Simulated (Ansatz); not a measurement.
A made-up structure of CH2STe, closed shell:

| atom | x (Å) | y (Å) | z (Å) |
| --- | --- | --- | --- |
| S1 | -0.8594 | -1.8836 | -0.7077 |
| C2 | -0.3591 | -0.5366 | 0.0108 |
| Te3 | 0.9803 | 0.8251 | -0.8119 |
| H4 | -0.6997 | -0.2421 | 1.0038 |
| H5 | -1.5949 | -2.8714 | -0.1307 |

It is relaxed with PBE-D4/def2-SVP and then PBE0-D4/def2-TZVP (Ansatz 0.2.0). Atoms count as bonded within 1.22 times the sum of their covalent radii (H–H: 0.88 Å). The end point is not checked to be a true minimum.

Question: Does its bonding change? (A judgement: the text doesn't fix the answer.)

Answer: By the calculation: No: no bond forms or breaks.

Where it ends: The first stage lowers the energy by 0.78 eV in 7 steps. It ends as CH₂STe ([SH][CH][Te]):
```
5
angstrom
S -0.7506 -1.9914 -0.8625
C -0.3256 -0.5653 -0.0383
Te 0.8885 0.8161 -0.7462
H -0.7765 -0.4457 0.9427
H -1.5686 -2.5223 0.0687
```

Labels in which every atom is bracketed show which atoms are joined, not bond orders.

For scale, one of the runs: PBE0-D4/def2-TZVP relaxation, 130 basis functions, launched by `ansatz run in.yaml --threads 2 --pin off --events-out ev --progress --plain --max-ram 4352MiB`. The run took about 21 s on 2 CPU threads of an Arm Neoverse V1 (shared host).
